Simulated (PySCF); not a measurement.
Cartesian coordinates in Å; atom numbers follow the order of the lines, from 1:
```xyz
8

F    -1.825   -1.298   -0.693
Si   -1.172   -0.033    0.104
Si    1.151   -0.082   -0.184
Cl    1.853    1.585    0.845
H    -1.523   -0.147    1.549
H    -1.741    1.227   -0.456
H     1.546    0.035   -1.617
H     1.771   -1.305    0.399
```

Geometry: PBE0-D3(BJ)/def2-SVP; GIAO absolute shieldings from PySCF 2.14.0 with density-fitted response routines, gas phase, non-relativistic, averaged over equivalent atoms.

At PBE0/def2-SVP (88 basis functions, 5 s wall time on 1 thread of an Arm Neoverse V1, shared host):
```json
{"atoms": "F1", "σ (ppm)": "419.2"}
{"atoms": "Si2", "σ (ppm)": "410.1"}
{"atoms": "Si3", "σ (ppm)": "433.3"}
{"atoms": "Cl4", "σ (ppm)": "1087.1"}
{"atoms": "H5/H6", "σ (ppm)": "25.91"}
{"atoms": "H7/H8", "σ (ppm)": "26.05"}
```

Q: Estimate the result of repeating the calculation with HF/pcSseg-2.

A: 
```tsv
atoms	σ at HF/pcSseg-2	change
F1	424.8	+5.6
Si2	400.6	-9.5
Si3	420.4	-12.9
Cl4	1079.3	-7.8
H5/H6	26.74	+0.83
H7/H8	26.91	+0.86
```

The largest change is at Si3 (silicon bonded to Cl, Si, 2 H). Cost: 221 basis functions, 11 s wall time on 1 thread of an Arm Neoverse V1, shared host.
